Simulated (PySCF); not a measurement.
Species: C₆H₃F₂O₂S (charge -1).
Numbering: `[O:1]=[C:2]([O-:3])[c:4]1[cH:5][c:6]([F:7])[c:8]([CH2:9][F:10])[s:11]1` (hydrogens: H12 on C5; H13, H14 on C9)

Structure used (PBE0-D3(BJ)/def2-SVP), in Å, numbered top down from 1:
```
atom  x, y, z in Å
O1     3.0913   -1.3579   -1.2002
C2     2.9399   -0.4619   -0.3505
O3     3.7493    0.2049    0.3103
C4     1.4636   -0.1289   -0.0740
C5     0.9101    0.7787    0.7969
C6    -0.5003    0.7463    0.7419
F7    -1.2733    1.5322    1.5064
C8    -1.0342   -0.1674   -0.1392
C9    -2.4680   -0.3840   -0.4173
F10   -2.9242    0.2947   -1.5413
S11    0.2597   -1.0036   -0.9406
H12    1.5214    1.4176    1.4334
H13   -3.0585   -0.0314    0.4448
H14   -2.6838   -1.4542   -0.5782
```

Linear response at CAM-B3LYP/def2-SVPD (PySCF, frozen core in the response, non-relativistic). The geometry's basis has no diffuse functions, a weakness for an anion.

Static isotropic polarisability: 104.20 au (15.44 Å³), principal values 66.3, 109.8, 136.5 au.

(1) What is the polarisability at 1064 nm and at the sodium D line?

(2) What is the isotropic C6 coefficient between two such ions, C6 = (3/π)∫α(iω)² dω?

(3) Which effective excitation energy ω̄ makes London's formula C6 = (3/4)α²ω̄ exact here?

(4) What three-body coefficient follows from the one-pole estimate C9 = (3/4)·α·C6?

(5) How many electrons N does the Slater–Kirkwood formula C6 = (3/4)·√N·α^(3/2) need to give this C6?

(6) How anisotropic is the static polarisability, by Δα² = ½[(α1 − α2)² + (α2 − α3)² + (α3 − α1)²]?

(7) What molar refraction at the D line follows from R = (4π/3)·N_A·α′, with α′ the polarisability volume?

Answers

(1) 105.53 au at 1064 nm (+1.3 %), 108.83 au at 589.3 nm (+4.4 %). The rise at 589.3 nm is 3.49 times that at 1064 nm; a pure ω² law gives 3.26. The lowest singlet lies at 291 nm, shorter than both wavelengths.

(2) 4179 au (Eh·bohr⁶) by a ten-point quadrature over imaginary frequencies, which is 2500 eV·Å⁶ or 241 J·nm⁶/mol.

(3) ω̄ = 4·C6/(3α²) = 0.513 Eh = 14.0 eV. A one-pole form α(ω) = α/(1 − ω²/ω̄²) fitted to the 1064 nm value gives 10.4 eV.

(4) 327000 au. This is an estimate from the two numbers above, not a computed integral.

(5) N = (4·C6/3)²/α³ = 27.4; the species has 90 electrons in all.

(6) Δα = 61.4 au, or 0.59 of the isotropic value.

(7) α′ = 16.13 Å³ gives R = 40.68 cm³/mol, for isolated, non-vibrating species.

Hardware: one thread, Intel Xeon Platinum 8559C (x86_64), no GPU, shared host. Cost: 98 s of wall time (grids of density and orbitals included), 1.3 GiB resident at most. This is the whole response run at CAM-B3LYP/def2-SVPD, SCF included.

One conformer stands for the species.
